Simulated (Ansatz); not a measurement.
Calculation: B3LYP-D3(BJ)/def2-TZVP (Ansatz, an electronic-structure program). No frequencies were computed at this level.

Ansatz 0.2 input:
```yaml
crystal:
  periodic: [false, false, false]
  atoms:
    - { symbol: C, position_ang: [0.694399, 1.001129, 0.094387] }
    - { symbol: Si, position_ang: [1.030123, -0.473267, -0.911028] }
    - { symbol: C, position_ang: [-0.674342, -0.731055, -0.000053] }
    - { symbol: N, position_ang: [-0.563508, 0.630738, 0.465168] }
    - { symbol: H, position_ang: [0.985484, 2.038755, 0.170594] }
    - { symbol: H, position_ang: [2.118974, -1.380497, -0.563069] }
    - { symbol: H, position_ang: [-0.639452, -1.436247, 0.82824] }
    - { symbol: H, position_ang: [-1.591919, -0.906196, -0.562906] }
    - { symbol: H, position_ang: [-1.359758, 1.256641, 0.478668] }
basis:
  gaussian: { orbitals: def2-tzvp }
hamiltonian:
  xc: b3lyp
  dispersion: d3bj
relax:
  max_steps: 150
```

Output:

```
Functional definition: B3LYP
996 factors; their error is unknown
mean field evaluation 1: about -11506.3149 eV, gradient 8.0e1 eV
mean field evaluation 2: about -11434.6486 eV, gradient 1.8e2 eV
mean field evaluation 4: about -11521.3792 eV, gradient 2.5e1 eV
mean field evaluation 8: about -11522.7437 eV, gradient 1.2e-1 eV
mean field evaluation 16: about -11522.7573 eV, gradient 6.5e-3 eV
mean field -11522.75731652 eV, -423.4535209766 hartree, gradient 1.6e-5 eV, S^2 0.000000; 0 other end points of the search recorded, 0 dependent functions left out
reference -11522.75756144 eV, -423.4535299772 hartree; 19, 19 occupied and 141, 141 virtual orbitals, 996 factors
relax step   1: F+E_penalty+E_count = -11523.09870628 eV  Δ(F+E_penalty+E_count) = +0.000e0 eV  max|allowed force component| = 9.300e-1 eV/Å  Δτ_max = 0.0000 Å  (31 SCF iters, accepted)
these checks for a lower state are left out or cut short: starts, cluster_reference, orbital_swaps, neighbouring_geometries, increment
996 factors; their error is unknown
mean field -11522.83636543 eV, -423.4564259705 hartree, gradient 1.2e-5 eV, S^2 0.000000; 0 other end points of the search recorded, 0 dependent functions left out
reference -11522.83660788 eV, -423.4564348803 hartree; 19, 19 occupied and 141, 141 virtual orbitals, 996 factors
relax step   2: F+E_penalty+E_count = -11523.17652750 eV  Δ(F+E_penalty+E_count) = -7.782e-2 eV  max|allowed force component| = 3.942e-1 eV/Å  Δτ_max = 0.1329 Å  (33 SCF iters, accepted)
these checks for a lower state are left out or cut short: starts, cluster_reference, orbital_swaps, neighbouring_geometries, increment
996 factors; their error is unknown
mean field evaluation 32: about -11522.8643 eV, gradient 5.9e-3 eV
mean field -11522.86425317 eV, -423.4574508261 hartree, gradient 2.5e-5 eV, S^2 0.000000; 0 other end points of the search recorded, 0 dependent functions left out
reference -11522.86449458 eV, -423.4574596979 hartree; 19, 19 occupied and 141, 141 virtual orbitals, 996 factors
relax step   3: F+E_penalty+E_count = -11523.20616184 eV  Δ(F+E_penalty+E_count) = -2.963e-2 eV  max|allowed force component| = 3.609e-1 eV/Å  Δτ_max = 0.0770 Å  (31 SCF iters, accepted)
these checks for a lower state are left out or cut short: starts, cluster_reference, orbital_swaps, neighbouring_geometries, increment
996 factors; their error is unknown
mean field -11522.88149666 eV, -423.4580845125 hartree, gradient 2.5e-5 eV, S^2 0.000000; 0 other end points of the search recorded, 0 dependent functions left out
reference -11522.88173829 eV, -423.4580933926 hartree; 19, 19 occupied and 141, 141 virtual orbitals, 996 factors
relax step   4: F+E_penalty+E_count = -11523.22578114 eV  Δ(F+E_penalty+E_count) = -1.962e-2 eV  max|allowed force component| = 2.843e-1 eV/Å  Δτ_max = 0.0611 Å  (32 SCF iters, accepted)
these checks for a lower state are left out or cut short: starts, cluster_reference, orbital_swaps, neighbouring_geometries, increment
996 factors; their error is unknown
mean field -11522.89274521 eV, -423.4584978894 hartree, gradient 2.2e-5 eV, S^2 0.000000; 0 other end points of the search recorded, 0 dependent functions left out
reference -11522.89298916 eV, -423.4585068541 hartree; 19, 19 occupied and 141, 141 virtual orbitals, 996 factors
relax step   5: F+E_penalty+E_count = -11523.23831938 eV  Δ(F+E_penalty+E_count) = -1.254e-2 eV  max|allowed force component| = 3.656e-1 eV/Å  Δτ_max = 0.1193 Å  (32 SCF iters, accepted)
these checks for a lower state are left out or cut short: starts, cluster_reference, orbital_swaps, neighbouring_geometries, increment
996 factors; their error is unknown
mean field -11522.89803057 eV, -423.4586921228 hartree, gradient 1.5e-5 eV, S^2 0.000000; 0 other end points of the search recorded, 0 dependent functions left out
reference -11522.89827453 eV, -423.4587010878 hartree; 19, 19 occupied and 141, 141 virtual orbitals, 996 factors
relax step   6: F+E_penalty+E_count = -11523.24430916 eV  Δ(F+E_penalty+E_count) = -5.990e-3 eV  max|allowed force component| = 2.453e-1 eV/Å  Δτ_max = 0.0683 Å  (33 SCF iters, accepted)
these checks for a lower state are left out or cut short: starts, cluster_reference, orbital_swaps, neighbouring_geometries, increment
996 factors; their error is unknown
mean field -11522.89773078 eV, -423.4586811057 hartree, gradient 1.5e-5 eV, S^2 0.000000; 0 other end points of the search recorded, 0 dependent functions left out
reference -11522.89797463 eV, -423.4586900668 hartree; 19, 19 occupied and 141, 141 virtual orbitals, 996 factors
relax step   7: F+E_penalty+E_count = -11523.24428405 eV  Δ(F+E_penalty+E_count) = +2.511e-5 eV  max|allowed force component| = 1.210e-1 eV/Å  Δτ_max = 0.0202 Å  (34 SCF iters, rejected (line search))
these checks for a lower state are left out or cut short: starts, cluster_reference, orbital_swaps, neighbouring_geometries, increment
996 factors; their error is unknown
mean field evaluation 64: about -11522.8852 eV, gradient 2.4e-3 eV
mean field -11522.90014249 eV, -423.4587697342 hartree, gradient 1.6e-5 eV, S^2 0.000000; 0 other end points of the search recorded, 0 dependent functions left out
reference -11522.90038642 eV, -423.4587786986 hartree; 19, 19 occupied and 141, 141 virtual orbitals, 996 factors
relax step   8: F+E_penalty+E_count = -11523.24638065 eV  Δ(F+E_penalty+E_count) = -2.071e-3 eV  max|allowed force component| = 3.549e-2 eV/Å  Δτ_max = 0.0098 Å  (34 SCF iters, accepted)
these checks for a lower state are left out or cut short: starts, cluster_reference, orbital_swaps, neighbouring_geometries, increment
996 factors; their error is unknown
mean field -11522.90012588 eV, -423.4587691238 hartree, gradient 1.5e-5 eV, S^2 0.000000; 0 other end points of the search recorded, 0 dependent functions left out
reference -11522.90036972 eV, -423.4587780848 hartree; 19, 19 occupied and 141, 141 virtual orbitals, 996 factors
relax step   9: F+E_penalty+E_count = -11523.24596717 eV  Δ(F+E_penalty+E_count) = +4.135e-4 eV  max|allowed force component| = 7.055e-2 eV/Å  Δτ_max = 0.0077 Å  (35 SCF iters, rejected (line search))
these checks for a lower state are left out or cut short: starts, cluster_reference, orbital_swaps, neighbouring_geometries, increment
996 factors; their error is unknown
mean field -11522.90040175 eV, -423.4587792620 hartree, gradient 1.5e-5 eV, S^2 0.000000; 0 other end points of the search recorded, 0 dependent functions left out
reference -11522.90064566 eV, -423.4587882256 hartree; 19, 19 occupied and 141, 141 virtual orbitals, 996 factors
relax step  10: F+E_penalty+E_count = -11523.24655323 eV  Δ(F+E_penalty+E_count) = -1.726e-4 eV  max|allowed force component| = 1.142e-2 eV/Å  Δτ_max = 0.0038 Å  (34 SCF iters, accepted)
these checks for a lower state are left out or cut short: starts, cluster_reference, orbital_swaps, neighbouring_geometries, increment
996 factors; their error is unknown
mean field -11522.90041366 eV, -423.4587796994 hartree, gradient 1.5e-5 eV, S^2 0.000000; 0 other end points of the search recorded, 0 dependent functions left out
reference -11522.90065762 eV, -423.4587886648 hartree; 19, 19 occupied and 141, 141 virtual orbitals, 996 factors
relax step  11: F+E_penalty+E_count = -11523.24658861 eV  Δ(F+E_penalty+E_count) = -3.538e-5 eV  max|allowed force component| = 7.741e-3 eV/Å  Δτ_max = 0.0035 Å  (35 SCF iters, accepted)
996 factors; their error is unknown
mean field evaluation 96: about -11522.9004 eV, gradient 1.5e-5 eV
mean field -11522.90041366 eV, -423.4587796994 hartree, gradient 1.5e-5 eV, S^2 0.000000; 1 other end points of the search recorded, 0 dependent functions left out
reference -11522.90065762 eV, -423.4587886648 hartree; 19, 19 occupied and 141, 141 virtual orbitals, 996 factors
Total energy: -11523.24683257 eV, -423.4715103598 hartree
Atom 0 at     0.677315     0.992413     0.001647 Å, force    -0.004187     0.003215    -0.000147 eV/Å
Atom 1 at     0.999390    -0.506253    -1.081066 Å, force     0.000653    -0.001762    -0.006840 eV/Å
Atom 2 at    -0.703594    -0.753462    -0.047699 Å, force     0.006561    -0.007741     0.004513 eV/Å
Atom 3 at    -0.550005     0.639261     0.355514 Å, force     0.007644     0.003892    -0.002765 eV/Å
Atom 4 at     1.032774     1.992168     0.232703 Å, force    -0.000373    -0.002385     0.001942 eV/Å
Atom 5 at     2.079390    -1.261807    -0.346659 Å, force    -0.001336     0.000370     0.002112 eV/Å
Atom 6 at    -0.580280    -1.419746     0.805340 Å, force    -0.002533    -0.001142     0.000778 eV/Å
Atom 7 at    -1.651595    -0.946216    -0.547927 Å, force    -0.001323     0.001885    -0.002067 eV/Å
Atom 8 at    -1.303393     1.263644     0.628148 Å, force    -0.005105     0.003667     0.002473 eV/Å
Dipole moment:    -0.493615     0.376047     0.423316 e Å
```

Cost: very roughly 50 core-seconds.
